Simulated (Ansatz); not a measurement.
The inner images of a band of CH$_{7}$NSSi (11 atoms, charge 0, multiplicity 1) are given out of order.

All numbers below come from Ansatz 0.2.0, RKS r2SCAN-D4/6-31G*.

Initial state:

```xyz
11
Properties=species:S:1:pos:R:3
Si -0.145 1.276 0.134
N 0.678 -0.218 0.322
C 0.057 -1.529 0.447
S -1.326 1.355 -1.666
H -0.312 1.067 -2.511
H -1.185 1.580 1.158
H 0.931 2.304 0.159
H 1.662 -0.192 0.559
H -0.946 -1.496 0.005
H -0.043 -1.857 1.494
H 0.629 -2.289 -0.102
```

Final state:

```xyz
11
Properties=species:S:1:pos:R:3
Si -0.469 1.500 0.050
N 0.667 -0.110 -0.193
C -0.042 -1.375 0.144
S -1.963 1.366 -1.258
H 0.915 -0.115 -1.187
H -0.642 1.294 1.527
H 0.669 2.465 -0.106
H 1.540 -0.031 0.336
H -0.973 -1.388 -0.429
H -0.278 -1.358 1.210
H 0.576 -2.247 -0.095
```

Task: Put them in order from the first end to the last, with their energies above the first end.
A.
```xyz
11
Properties=species:S:1:pos:R:3
Si -0.186 1.353 0.147
N 0.638 -0.162 0.032
C 0.027 -1.422 0.428
S -0.934 1.577 -1.857
H -0.223 0.423 -1.973
H -1.282 1.260 1.151
H 0.762 2.430 0.541
H 1.647 -0.178 -0.037
H -1.044 -1.404 0.187
H 0.129 -1.615 1.505
H 0.468 -2.262 -0.124
```
B.
```xyz
11
Properties=species:S:1:pos:R:3
Si -0.455 1.514 0.027
N 0.624 -0.133 -0.268
C -0.015 -1.374 0.245
S -1.669 1.651 -1.547
H 0.681 -0.173 -1.291
H -0.926 1.124 1.395
H 0.723 2.419 0.233
H 1.579 -0.040 0.088
H -1.037 -1.403 -0.140
H -0.042 -1.323 1.335
H 0.535 -2.263 -0.077
```
C.
```xyz
11
Properties=species:S:1:pos:R:3
Si -0.418 1.543 0.003
N 0.543 -0.169 -0.331
C 0.011 -1.383 0.340
S -1.264 1.943 -1.759
H 0.402 -0.228 -1.347
H -1.189 1.073 1.199
H 0.757 2.306 0.540
H 1.549 -0.073 -0.169
H -1.064 -1.430 0.149
H 0.177 -1.296 1.416
H 0.496 -2.286 -0.041
```
D.
```xyz
11
Properties=species:S:1:pos:R:3
Si -0.275 1.454 0.106
N 0.550 -0.164 -0.224
C 0.002 -1.399 0.359
S -0.907 1.546 -1.871
H 0.010 0.231 -1.461
H -1.262 1.224 1.199
H 0.764 2.405 0.597
H 1.571 -0.148 -0.196
H -1.078 -1.416 0.177
H 0.176 -1.461 1.440
H 0.449 -2.273 -0.127
```
E.
```xyz
11
Properties=species:S:1:pos:R:3
Si -0.173 1.308 0.146
N 0.667 -0.181 0.246
C 0.042 -1.477 0.456
S -1.146 1.498 -1.777
H -0.209 0.717 -2.356
H -1.277 1.414 1.138
H 0.836 2.377 0.378
H 1.679 -0.183 0.252
H -1.020 -1.417 0.191
H 0.109 -1.804 1.505
H 0.492 -2.251 -0.180
```

Result: E (+1.6 kcal/mol), A (+7.5 kcal/mol), D (+22.9 kcal/mol), C (+5.1 kcal/mol), B (+4.4 kcal/mol).

Time of the run: 84 s on 2 threads of AMD EPYC 9R45 96-Core Processor (Zen 5), with other jobs on the host, peak memory 0.18 GiB.
